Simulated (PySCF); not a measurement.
A structure optimised at B3LYP-D3(BJ)/def2-SVP, used in a PySCF frequency run:

```
C
F 1 1.3878
H 1 1.1018 2 108.83
H 1 1.1018 3 109.50 2 -118.86
C 1 1.4869 3 108.91 4 -118.99
F 5 1.3271 1 116.80 3 172.29
F 5 1.3271 6 110.97 1 -137.27
```
Charge 0, spin multiplicity 2.

Problem. Write its SMILES, formula and point group.

Solution. FC[C](F)F, C₂H₂F₃, Cs

Problem. What are its rotational constants (standard atomic weights)?

Solution. 7.9910, 3.9842, 3.2040 GHz
